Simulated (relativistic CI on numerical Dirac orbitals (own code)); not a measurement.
**Hyperfine structure of Xe XXVI, mass number 131**

Calculated at this level of theory: Dirac-Coulomb-Breit CI, KLI orbitals optimised for each configuration, model QED (radiative potential, 1s self-energy scaled to tabulated hydrogen-like ionisation energies), unscaled Slater integrals (own radial code, finite nucleus).

Configurations in the expansion (outside the closed core [Ar]): 3d10.4s, 3d10.4p, 3d10.4d, 3d10.4f, 3d10.5s, 3d10.5p, 3d10.5d, 3d10.5f, 3d10.5g, 3d9.4p2, 3d10.6s, 3d10.6p, 3d10.6d, 3d9.4s2, 3d8.4s.4p2, 3d10.6f. Levels of other configurations are missing.

Nuclear spin I = 3/2, μ = 0.69185 μN, Q = -0.114 b (tables of Stone and Pyykkö). The electronic factors are computed for point nuclear moments, without core polarisation or the Bohr-Weisskopf and QED corrections.

```csv
Level,E (cm⁻¹),A (GHz),B (GHz)
3d10.4s 2S_1/2,0,163,
3d10.4p 2P°_1/2,427832,48.76,
3d10.4p 2P°_3/2,574643,7.427,-3.56
3d10.4d 2D_3/2,1267935,3.475,-0.558
3d10.4d 2D_5/2,1296913,1.435,-0.736
3d10.4f 2F°_5/2,2033783,0.6084,-0.155
3d10.4f 2F°_7/2,2037743,0.3353,-0.179
3d10.5s 2S_1/2,2878396,73.23,
```

Levels with J = 0, under 50 % of one LS term, or S terms without an open s electron are left out. Small factors come from cancelling terms and can be off by tens of per cent or more.

At this charge energies of transitions that change n are usually good to better than 1 %, and those within a shell (Δn = 0) to a few per cent.

Question: Give the hyperfine levels of 3d10.4s 2S_1/2 relative to its centre of gravity.

Answer: With K = F(F + 1) − I(I + 1) − J(J + 1), E = AK/2: F = 1: -203.8, F = 2: 122.3 GHz.

LS names give the leading component of a level, which can be under half, so a name can repeat, a term be missing and a line seem to break the LS rules.
